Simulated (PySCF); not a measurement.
## Core-level binding energies of `[GeH3][O][SiH2][SeH]`

Compound: GeH6OSeSi.
Atom-mapped SMILES: `[GeH3:1][O:2][SiH2:3][SeH:4]`

Level of theory: PySCF, delta-SCF UKS SCAN, pcX-2 on the ionised atom, pcseg-1 elsewhere, spin-free X2C. These are vertical core ionisation energies against the vacuum level, from separate self-consistent calculations with and without the core hole.

Task: What binding energy does each computed site have?

Result: 
| atom(s) | environment | level | binding energy (eV) | 2p1/2 (eV) | count |
| --- | --- | --- | --- | --- | --- |
| O2 | oxygen bonded to Ge and Si | O 1s | 537.42 | – | 1 |
| Si3 | oxygen-bound silicon | Si 2p3/2 | 107.52 | 108.14 | 1 |
| Si3 | oxygen-bound silicon | Si 1s | 1847.49 | – | 1 |

Task: What is the longest wavelength that can ionise O 1s of O2 (atom 2) vertically?

Result: λ = hc/E = 12398.42 eV Å / 537.42 eV = 23.070 Å.

Spin–orbit coupling isn't in the SCF: each 2p doublet comes from a relaxed spin-free hole plus a matrix of the shell (mean-field spin–orbit coupling and the ground-state 2p splitting), with 2p3/2 averaged over its two sublevels. 2p1/2 minus 2p3/2 (ligand field included): Si 0.63 eV. No level of germanium or selenium is listed. Isolated species at its PBE0-D3(BJ)/def2-SVP geometry (one conformer only).

The values belong to the conformer `[GeH3:1][O:2][SiH2:3][SeH:4]`: Ge1–O2–Si3–Se4 -33°, H–Se4–Si3–O2 -68°.
